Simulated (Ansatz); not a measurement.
```yaml
crystal:
  periodic: [false, false, false]
  atoms:
    - {symbol: S, position_ang: [1.078478, -2.439734, -1.284648]}
    - {symbol: C, position_ang: [1.185387, -1.157556, -0.306343]}
    - {symbol: N, position_ang: [0.680851, 0.062980, -0.510865]}
    - {symbol: C, position_ang: [-0.541556, 0.230772, -1.138324]}
    - {symbol: C, position_ang: [-0.524899, 0.732779, 0.055305]}
    - {symbol: Zn, position_ang: [-1.146384, 1.442053, 1.739401]}
    - {symbol: H, position_ang: [1.860841, -1.197640, 0.564648]}
    - {symbol: H, position_ang: [-1.025272, 0.173333, -2.102371]}
    - {symbol: D, position_ang: [-1.592534, 2.076863, 3.062277]}
basis:
  gaussian: {orbitals: def2-SVPD, final_grid: {core_spheres: 5, valence_spheres: 4, degree: 11}}
total_charge: 1
magnetization: {spin_polarized: true, initial_magnetization: 1}
hamiltonian: {xc: {name: B2PLYP}}
output: {forces: true}
```

```sh
$ ansatz run in.yaml --threads 4 --pin off --events-out ev --progress --plain --max-ram 10444MiB
```

It prints (some lines left out):

```
Error: YAML parse error: error: line 12 column 16: `D` is not an element symbol (H … Og, case-exact)
10 |     - {symbol: H, position_ang: [1.860841, -1.197640, 0.564648]}
11 |     - {symbol: H, position_ang: [-1.025272, 0.173333, -2.102371]}
12 |     - {symbol: D, position_ang: [-1.592534, 2.076863, 3.062277]}
13 | basis:
14 |   gaussian: {orbitals: def2-SVPD, final_grid: {core_spheres: 5, valence_spheres:…
```

Something in this input is off. What?

An element symbol is wrong. The input was rejected before any iteration.
